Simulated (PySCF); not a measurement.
A PySCF script (with the pyscf-properties extension) for the NMR shieldings of SMILES C1=C(c2ccccc2)CPC1, C10H11P, on a GFN2-xTB geometry:

```python
import basis_set_exchange as bse
import numpy as np
from pyscf import gto, dft
from pyscf.prop import nmr

atoms = """
C    -1.509466    0.718058    1.021385
C    -0.818491    0.225962   -0.006694
C     0.614617   -0.061590   -0.013100
C     1.345745   -0.026526   -1.200746
C     2.701158   -0.297424   -1.203877
C     3.353351   -0.617028   -0.025180
C     2.638165   -0.662668    1.160299
C     1.284495   -0.388337    1.166937
C    -1.631910    0.006935   -1.259112
P    -3.419485    0.005148   -0.732882
C    -2.965997    0.972954    0.797175
H    -1.074752    0.986289    1.970967
H     0.854106    0.228486   -2.127806
H     3.251491   -0.260607   -2.132908
H     4.411329   -0.833294   -0.030189
H     3.138252   -0.918019    2.083611
H     0.731891   -0.445648    2.092483
H    -1.473887    0.830348   -1.965461
H    -1.378734   -0.923921   -1.771037
H    -3.328506   -1.239586   -0.086200
H    -3.144789    2.040091    0.616368
H    -3.588993    0.679763    1.645119
"""
names = dict.fromkeys(["C", "P", "H"], "pcSseg-1")
basis = {el: gto.basis.parse(bse.get_basis(n, elements=[el], fmt="nwchem")) for el, n in names.items()}
mol = gto.M(atom=atoms, basis=basis, charge=0, verbose=0)
mf = dft.RKS(mol, xc="PBE0")
mf.grids.level = 2
mf.grids.alignment = dft.numint.BLKSIZE   # the property module wants whole blocks of grid points
mf.conv_tol = 1e-9
mf.kernel()

calc = nmr.RKS(mf)   # GIAO
C = mf.mo_coeff
Co = C[:, mf.mo_occ > 0]
resp = mf.gen_response(singlet=True, hermi=2)
def vind(x):   # induced exchange potential for any number of trial vectors
    d = np.einsum("pi,xij,qj->xpq", C, 2 * x.reshape(-1, C.shape[1], Co.shape[1]), Co, optimize=True)
    return np.einsum("xpq,pi,qj->xij", resp(d - d.transpose(0, 2, 1)), C, Co, optimize=True).ravel()
mo1, _ = nmr.rhf.solve_mo1(calc, with_cphf=vind)
sigma = calc.kernel(mo1)
for i, s in enumerate(sigma):   # ppm
    w = np.linalg.eigvalsh((s + s.T) / 2)
    print("%2d %-2s iso %8.1f  s11 %8.1f  s22 %8.1f  s33 %8.1f" % (i, mol.atom_pure_symbol(i), w.mean(), *w))
```

Question: Give the expected output.

Answer: 
```
 0 C  iso     50.8  s11    -38.2  s22     54.2  s33    136.5
 1 C  iso     32.4  s11    -67.0  s22     37.0  s33    127.1
 2 C  iso     43.4  s11    -49.8  s22      8.7  s33    171.4
 3 C  iso     56.4  s11    -45.7  s22     41.0  s33    173.7
 4 C  iso     53.0  s11    -58.6  s22     40.2  s33    177.4
 5 C  iso     54.1  s11    -55.5  s22     39.9  s33    177.9
 6 C  iso     53.1  s11    -57.9  s22     40.4  s33    176.9
 7 C  iso     55.1  s11    -49.2  s22     45.5  s33    168.9
 8 C  iso    152.9  s11    123.6  s22    157.2  s33    177.8
 9 P  iso    388.5  s11    278.9  s22    426.9  s33    459.8
10 C  iso    153.5  s11    129.4  s22    151.2  s33    179.8
11 H  iso     25.1  s11     21.2  s22     25.4  s33     28.7
12 H  iso     24.2  s11     19.4  s22     22.6  s33     30.6
13 H  iso     24.1  s11     20.6  s22     24.4  s33     27.2
14 H  iso     24.2  s11     20.9  s22     25.0  s33     26.7
15 H  iso     24.1  s11     20.6  s22     24.5  s33     27.2
16 H  iso     23.8  s11     19.3  s22     22.7  s33     29.5
17 H  iso     28.5  s11     22.8  s22     28.2  s33     34.7
18 H  iso     29.3  s11     24.3  s22     29.0  s33     34.4
19 H  iso     28.2  s11     24.6  s22     26.3  s33     33.8
20 H  iso     28.8  s11     24.4  s22     26.5  s33     35.3
21 H  iso     29.1  s11     24.4  s22     26.7  s33     36.3
```

These numbers come from an equivalent density-fitted implementation of the same equations, which agrees with the script to about 0.01 ppm for H and up to a few tenths of a ppm for heavy atoms, so last digits may differ.

Size and cost of the density-fitted run: 249 basis functions, 74 s wall time on 1 thread of an Arm Neoverse V1, shared host; peak memory 1.2 GiB.
